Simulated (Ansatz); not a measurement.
Cost and result up the ladder for SiHI3 (5 atoms). Total charge 0; singlet. Geometry: r2SCAN-D4/def2-SVP.

Cartesian coordinates in Å:
```
Si 0.112 -0.035 0.108
H 1.149 -0.362 1.117
I -1.465 1.538 1.122
I -1.017 -2.112 -0.521
I 1.222 0.972 -1.826
```

Ansatz on 4 threads of Intel Xeon on a shared host. Times are rough, and most runs start from the orbitals of an earlier one. ωB97X-V/def2-TZVP serves as the yardstick here, not as an exact answer. Differences are given only for rows in sets of like size (and for xTB, whose basis is part of the method), since another set adds its own error. Binding counts from free atoms at the same level (Si triplet, H doublet, I doublet; other spins of the atoms weren't run), without zero-point energy or a counterpoise term.

In the def2 sets I takes a core potential; there is no spin–orbit coupling. Correlated methods freeze 17 core orbitals; core or outer-core shells of I are correlated, in sets that lack core-valence functions. The rows differ in basis, and correlated rows in double-zeta sets carry the largest basis error.

Correlated methods converge slowly with the basis, most of all in double-zeta sets.

| level | functions | wall time |
| --- | --- | --- |
| PBE-D4/def2-SVP | 101 | 4.6 s |
| PBE-D4/def2-TZVP (with forces) | 193 | 8.6 s |
| PBE0-D4/def2-SVP | 101 | 9.6 s |
| BLYP-D4/def2-TZVP | 193 | 10 s |
| r2SCAN-D4/def2-TZVP | 193 | 11 s |
| PBE0-D4/def2-TZVP | 193 | 15 s |
| HF/def2-TZVP | 193 | 17 s |
| CAM-B3LYP-D4/def2-TZVP | 193 | 21 s |
| r2SCANh-D4/def2-TZVP | 193 | 21 s |
| MP2/def2-TZVP | 193 | 22 s |
| B97M-V/def2-TZVP | 193 | 25 s |
| ωB97X-V/def2-TZVP | 193 | 30 s |
| CCSD(T)/def2-SVP | 101 | 36 s |

Question: Estimate what each level gives for the binding energy per atom (eV).

Answer: 
```json
{"level": "PBE-D4/def2-SVP", "binding energy per atom (eV)": "2.45", "difference from ωB97X-V/def2-TZVP (eV)": "–"}
{"level": "PBE-D4/def2-TZVP (with forces)", "binding energy per atom (eV)": "2.49", "difference from ωB97X-V/def2-TZVP (eV)": "0.06"}
{"level": "PBE0-D4/def2-SVP", "binding energy per atom (eV)": "2.40", "difference from ωB97X-V/def2-TZVP (eV)": "–"}
{"level": "BLYP-D4/def2-TZVP", "binding energy per atom (eV)": "2.37", "difference from ωB97X-V/def2-TZVP (eV)": "-0.06"}
{"level": "r2SCAN-D4/def2-TZVP", "binding energy per atom (eV)": "2.46", "difference from ωB97X-V/def2-TZVP (eV)": "0.03"}
{"level": "PBE0-D4/def2-TZVP", "binding energy per atom (eV)": "2.45", "difference from ωB97X-V/def2-TZVP (eV)": "0.02"}
{"level": "HF/def2-TZVP", "binding energy per atom (eV)": "1.66", "difference from ωB97X-V/def2-TZVP (eV)": "-0.77"}
{"level": "CAM-B3LYP-D4/def2-TZVP", "binding energy per atom (eV)": "2.35", "difference from ωB97X-V/def2-TZVP (eV)": "-0.08"}
{"level": "r2SCANh-D4/def2-TZVP", "binding energy per atom (eV)": "2.44", "difference from ωB97X-V/def2-TZVP (eV)": "0.01"}
{"level": "MP2/def2-TZVP", "binding energy per atom (eV)": "2.45", "difference from ωB97X-V/def2-TZVP (eV)": "0.02"}
{"level": "B97M-V/def2-TZVP", "binding energy per atom (eV)": "2.40", "difference from ωB97X-V/def2-TZVP (eV)": "-0.03"}
{"level": "ωB97X-V/def2-TZVP", "binding energy per atom (eV)": "2.43", "difference from ωB97X-V/def2-TZVP (eV)": "0.00"}
{"level": "CCSD(T)/def2-SVP", "binding energy per atom (eV)": "2.13", "difference from ωB97X-V/def2-TZVP (eV)": "–"}
```
